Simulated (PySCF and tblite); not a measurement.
Values are calculated unless marked as measured or tabulated.
2 diastereomers of C4H4FNO, numbered alike:

| isomer | SMILES | descriptors (one enantiomer) |
| --- | --- | --- |
| A | [N:1]#[C:2][C@@H:3]1[CH2:4][C@H:5]([F:6])[O:7]1 | 3S, 5S |
| B | [N:1]#[C:2][C@H:3]1[CH2:4][C@H:5]([F:6])[O:7]1 | 3R, 5S |

Each isomer is a Boltzmann average at 298.15 K over at most 6 conformers: GFN2-xTB geometries, energies PBE0/pcSseg-1 (D3(BJ) added where defined), GFN2-xTB thermal terms. Programs: PySCF with density fitting and tblite.

Equilibrium rotational constants and dipole components of each isomer's leading conformer, in random order:

```
set  A (MHz)  B (MHz)  C (MHz)  abs μa  abs μb  abs μc (D)
  P     5491     1917     1794    2.28    3.96        1.72
  Q     9543     1585     1484    1.80    2.30        0.48
```

Task: Match sets and isomers.

Result: P is A (C1), Q is B (C1).

The whole study took 70 s on 1 thread of Intel Xeon 6975P-C, on a host shared with other jobs (rough), peak memory 0.75 GiB, launched as `OMP_NUM_THREADS=1 python ens_run.py task.json out`.
